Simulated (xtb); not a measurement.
CH₇FN₃Nb (SMILES C[N]=[Nb]([NH2])([NH2])[F]), singlet, from a rough starting geometry (GFN-xTB shapes and energies of metal compounds can be far from the true ones); GFN2-xTB (xtb 6.7.1).

The xtb input:
```
$ xtb mol.xyz --gfn 2 --opt vtight --json

# file mol.xyz
13

Nb    -0.24840773     0.06780950     0.92806321
N      0.68451370    -0.41903767    -0.35712822
C      1.56326475    -1.03858278    -1.42849332
H      1.22448414    -0.76230368    -2.45743625
H      2.57009375    -0.66581866    -1.22270873
H      1.58129471    -2.18187703    -1.36557528
F      0.35122280    -0.58945548     2.57500249
N     -2.06200646    -0.51732098     0.39858136
H     -2.93253912    -0.22245034     1.04677339
H     -2.40258157    -1.11519534    -0.39557875
N     -0.08224513     2.09697024     0.74050099
H      0.40730999     2.60033144     0.09834178
H     -0.54225197     2.70813118     1.36820178
```

Output, abridged:

```
   ID    Z sym.   atoms
    1   41 Nb     1
    2    7 N      2, 8, 11
    3    6 C      3
    4    1 H      4-6, 9, 10, 12, 13
    5    9 F      7

           -------------------------------------------------
          |                Calculation Setup                |
           -------------------------------------------------

           -------------------------------------------------
          |                 G F N 2 - x T B                 |
           -------------------------------------------------

          ...................................................
          :                      SETUP                      :
          :.................................................:
          :  # basis functions                  37          :
          :  # atomic orbitals                  36          :
          :  # shells                           20          :
          :  # electrons                        38          :
          :  max. iterations                   250          :
          :  Hamiltonian                  GFN2-xTB          :
          :  restarted?                      false          :
          :  GBSA solvation                  false          :
          :  PC potential                    false          :
          :  electronic temp.          300.0000000     K    :
          :  accuracy                    1.0000000          :
          :  -> integral cutoff          0.2500000E+02      :
          :  -> integral neglect         0.1000000E-07      :
          :  -> SCF convergence          0.1000000E-05 Eh   :
          :  -> wf. convergence          0.1000000E-03 e    :
          :  Broyden damping             0.4000000          :
          :  net charge                          0          :
          :  unpaired electrons                  0          :
          ...................................................

 iter      E             dE          RMSdq      gap      omega  full diag
   1     13.2181064  0.132181E+02  0.314E+01    1.08       0.0  T
   2     -9.2973315 -0.225154E+02  0.243E+01    3.76       1.0  T
   3    -12.5710926 -0.327376E+01  0.176E+01    6.49       1.0  T
   4    -18.3502365 -0.577914E+01  0.121E+01    6.82       1.0  T
   5    -18.2093161  0.140920E+00  0.122E+01    7.01       1.0  T
   6    -20.8985853 -0.268927E+01  0.813E+00    3.72       1.0  T
   7    -20.6569916  0.241594E+00  0.725E+00    4.25       1.0  T
   8    -20.4261948  0.230797E+00  0.606E+00    4.68       1.0  T
[...]
         :: total energy             -21.066450976978 Eh    ::
 * total energy  :   -21.0664510 Eh     change       -0.9656205E-09 Eh
 * total energy  :   -21.0938923 Eh     change       -0.2744131E-01 Eh
 * total energy  :   -21.0967769 Eh     change       -0.2884582E-02 Eh
 * total energy  :   -21.0969457 Eh     change       -0.1688209E-03 Eh
 * total energy  :   -21.0969894 Eh     change       -0.4369050E-04 Eh
 * total energy  :   -21.0969999 Eh     change       -0.1055274E-04 Eh
 * total energy  :   -21.0970046 Eh     change       -0.4694857E-05 Eh
 * total energy  :   -21.0970056 Eh     change       -0.1011593E-05 Eh
 * total energy  :   -21.0970059 Eh     change       -0.2125739E-06 Eh
 * total energy  :   -21.0970059 Eh     change       -0.7413137E-07 Eh
   *** GEOMETRY OPTIMIZATION CONVERGED AFTER 10 ITERATIONS ***
         :: total energy             -21.097005928926 Eh    ::
[...]
    11   7 N        2.502    -0.356    29.223     8.028
    12   1 H        0.862     0.183     1.197     1.714
    13   1 H        0.871     0.172     1.258     1.756

 Mol. C6AA /au·bohr⁶  :       2605.554165
 Mol. C8AA /au·bohr⁸  :     126732.210889
 Mol. α(0) /au        :         87.786524

Wiberg/Mayer (AO) data.
largest (>0.10) Wiberg bond orders for each atom

 ---------------------------------------------------------------------------
     #   Z sym  total        # sym  WBO       # sym  WBO       # sym  WBO
 ---------------------------------------------------------------------------
     1  41 Nb   6.355 --     2 N    2.356    11 N    1.272     8 N    1.272
                             7 F    0.988
     2   7 N    3.560 --     1 Nb   2.356     3 C    1.050
     3   6 C    3.982 --     2 N    1.050     4 H    0.948     6 H    0.937
                             5 H    0.937
     4   1 H    0.994 --     3 C    0.948
     5   1 H    0.993 --     3 C    0.937
     6   1 H    0.993 --     3 C    0.937
     7   9 F    1.150 --     1 Nb   0.988
     8   7 N    3.291 --     1 Nb   1.272    10 H    0.914     9 H    0.907
     9   1 H    0.970 --     8 N    0.907
    10   1 H    0.967 --     8 N    0.914
    11   7 N    3.291 --     1 Nb   1.272    12 H    0.914    13 H    0.907
    12   1 H    0.967 --    11 N    0.914
    13   1 H    0.970 --    11 N    0.907
 ---------------------------------------------------------------------------

Topologies differ in total number of bonds
Writing topology from bond orders to xtbtopo.mol

molecular dipole:
                 x           y           z       tot (Debye)
 q only:       -0.253       0.413      -1.762
   full:       -0.961       0.786      -0.309       3.252
molecular quadrupole (traceless):
                xx          xy          yy          xz          yz          zz
 q only:        5.867      -0.546       3.946      -5.684       6.116      -9.813
  q+dip:        4.534      -0.228       2.118      -8.584       7.827      -6.653
   full:        4.597      -0.194       2.248      -8.367       7.701      -6.845

optimized geometry written to: xtbopt.xyz

           -------------------------------------------------
          | TOTAL ENERGY              -21.097005928926 Eh   |
          | GRADIENT NORM               0.000046277518 Eh/α |
          | HOMO-LUMO GAP               3.354329903513 eV   |
           -------------------------------------------------
```
